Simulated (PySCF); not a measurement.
Species: C6H8N2.
Geometry (GFN2-xTB, Å), atoms numbered from 1 in this order:
```
atom  x, y, z in Å
C1     2.4878    0.2003   -0.6922
N2     2.0311   -1.0954   -0.2818
C3     0.8378   -1.3149    0.0758
C4    -0.3201   -0.4496    0.1821
C5    -1.5883   -0.9177    0.6303
C6    -2.4499    0.1363    0.6145
N7    -1.7690    1.2315    0.1764
C8    -0.4842    0.8965   -0.0886
H9     1.9568    0.5492   -1.5831
H10    3.5494    0.1146   -0.9267
H11    2.3598    0.9463    0.0983
H12    0.6373   -2.3458    0.3590
H13   -1.8121   -1.9232    0.9259
H14   -3.4874    0.1940    0.8784
H15   -2.1607    2.1523    0.0666
H16    0.2040    1.6345   -0.4463
```

Probes without a nucleus sit at each ring's centroid and 1 Å off its mean plane on both sides; NICS is minus the shielding there, NICSzz its component along the normal. Level: GIAO PBE0/pcSseg-1 (PySCF, non-relativistic, gas phase) on the GFN2-xTB geometry, one conformer.

Ring bond lengths (Å), with Mayer bond orders in brackets: C4–C5 1.424 (1.31), C5–C6 1.361 (1.54), C6–N7 1.362 (1.13), N7–C8 1.354 (1.19), C8–C4 1.383 (1.44).

Problem. Give the NICS values of each ring in ppm.

Solution. 
| ring | type | NICS(0) | NICS(1), two faces | NICS(1)zz, two faces | rms pucker (Å) | centre to ring atoms, mean (Å) |
| --- | --- | --- | --- | --- | --- | --- |
| C4–C5–C6–N7–C8 | 5-membered ring with N; formal bonds all aromatic | -14.2 | -11.3 / -11.3 | -30.0 / -30.0 | 0.00 | 1.17 |

Problem. What can be read from them?

Solution. 
- C4–C5–C6–N7–C8: mean NICS(1)zz -30.0 ppm, shielded, aromatic by this magnetic criterion (flat ring, no four-coordinate atom).

Problem. And the bond-length index? HOMA = 1 − mean of α(R − Ropt)² over the ring bonds, with Krygowski's 1993 parameters (CC: Ropt 1.388 Å, α 257.7 Å⁻²; CN: Ropt 1.334 Å, α 93.52 Å⁻²).

Solution. 
- C4–C5–C6–N7–C8: HOMA 0.87; the largest term is that of C4–C5, α(R − Ropt)² = 0.34. The geometric and the magnetic index point the same way.

Problem. What field does 14.1 T along the ring normal induce along that normal at the second NICS(1) probe listed for ring C4–C5–C6–N7–C8, 1 Å off the ring?

Solution. NICSzz × B0 = -30.0 ppm × 14.1 T = -423 μT, against the applied field.

Problem. List the ring angles and the Hirshfeld charges of the ring atoms.

Solution. 
- C4–C5–C6–N7–C8: C4 106.0° (-0.050 e), C5 107.8° (-0.092 e), C6 108.1° (-0.032 e), N7 109.8° (-0.056 e), C8 108.4° (-0.021 e); sum 540.0° against 540° for a flat convex ring.

Hardware: one thread of an AMD EPYC 7R13 (shared host). Cost: 22 s wall, 0.79 GiB resident at most. This is the whole shielding run at PBE0/pcSseg-1, SCF included.
